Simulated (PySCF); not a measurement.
## Working out the excitation energy of Rb

Rb [Kr] 5s1 (2S) → Rb [Kr] 4d1 (2D). Calculation: PySCF 2.14, in def2-QZVPPD with the def2 core potential (28 electrons) (7s5p4d3f, 63 functions); scalar relativity through the core potential. Frozen: nothing. Energies in hartree (1 hartree = 27.21139 eV):

```csv
part,Rb (lower),Rb (upper)
UHF,-23.802581,-23.720890
MP2 opposite-spin,-0.119193,-0.114526
MP2 same-spin,-0.042080,-0.038167
```

**Question.** What does Hartree-Fock give?

**Answer.** (-23.720890) − (-23.802581) = 0.081691 hartree = 2.223 eV.

**Question.** What do MP2 and SCS-MP2 (6/5 opposite-spin, 1/3 same-spin) give?

**Answer.** The opposite-spin parts differ by 0.127 eV and the same-spin parts by 0.106 eV. MP2: 2.223 + (0.127) + (0.106) = 2.456 eV. SCS-MP2: 2.223 + 1.2 × (0.127) + (0.106)/3 = 2.411 eV.

Measured between the centres of the two terms (NIST): 2.400 eV, so MP2 (valence and next inner shell) is off by 0.056 eV.

What remains against the reference includes basis incompleteness and correlation beyond second order.
